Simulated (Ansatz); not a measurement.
HFOSi, SMILES `O[Si]F` (lower singlet; H–O–Si–F torsion 0°) (charge 0, multiplicity 1). This singlet lies 3.05 eV below the relaxed triplet at the level composite: frozen-core CCSD(T) with HF/cc-pVQZ and the correlation energy extrapolated as X^-3 from cc-pVTZ and cc-pVQZ, plus CCSDT(Q) minus CCSD(T) in cc-pVDZ // PBE0-D3(BJ)/def2-TZVP (Ansatz, a first-principles code).

The numbers are results of frozen-core fic-MRCISD+Q@CASSCF(2e,2o)/cc-pVTZ // PBE0-D3(BJ)/def2-TZVP run with Ansatz, not measurements.

Ansatz 0.2 input:
```yaml
crystal:
  periodic: [false, false, false]
  atoms:
    - { symbol: O, position_ang: [-0.930231, 0.325898, 0.027204] }
    - { symbol: Si, position_ang: [0.622356, 0.845547, 0.029447] }
    - { symbol: F, position_ang: [1.43314, -0.55503, -0.044299] }
    - { symbol: H, position_ang: [-1.125266, -0.616415, -0.012351] }
basis:
  gaussian: { orbitals: cc-pVTZ }
correlation:
  method: fic_mrcisd_q
  active_space: { window: { electrons: 2, orbitals: 2 } }
```

Output:

```
Functional definition: HF
657 factors; integrals over basis functions are off by at most 1.1e-3 eV
mean field evaluation 1: about -12622.6465 eV, gradient 4.2e1 eV
mean field evaluation 2: about -12622.6597 eV, gradient 4.2e1 eV
mean field evaluation 4: about -12625.6333 eV, gradient 2.1e0 eV
mean field evaluation 8: about -12625.6564 eV, gradient 3.2e-4 eV
mean field -12625.65642484 eV, -463.9843156355 hartree, gradient 4.1e-6 eV, S^2 0.000000; 0 other end points of the search recorded, 0 dependent functions left out
reference -12625.65642484 eV, -463.9843156355 hartree; 16, 16 occupied and 92, 92 virtual orbitals, 657 factors
state -12626.24294665 eV, -464.0058699146 hartree
contracted CI cycle   1: correlation 0.00000000 eV, 0.0000000000 hartree, residual 5.29e1 eV
contracted CI cycle   2: correlation -13.97212866 eV, -0.5134662574 hartree, residual 6.91e0 eV
contracted CI cycle   3: correlation -14.29914487 eV, -0.5254838815 hartree, residual 1.26e0 eV
contracted CI cycle   4: correlation -14.31388428 eV, -0.5260255450 hartree, residual 3.65e-1 eV
contracted CI cycle   5: correlation -14.31522495 eV, -0.5260748136 hartree, residual 1.00e-1 eV
contracted CI cycle   6: correlation -14.31531833 eV, -0.5260782455 hartree, residual 2.63e-2 eV
contracted CI cycle   7: correlation -14.31532485 eV, -0.5260784848 hartree, residual 7.27e-3 eV
contracted CI cycle   8: correlation -14.31532533 eV, -0.5260785028 hartree, residual 1.96e-3 eV
contracted CI cycle   9: correlation -14.31532537 eV, -0.5260785039 hartree, residual 4.43e-4 eV
state -12626.24294665 eV, -464.0058699146 hartree; corrected -12642.09900798 eV, -464.5885694206 hartree
Total energy: -12642.09900798 eV, -464.5885694206 hartree
```
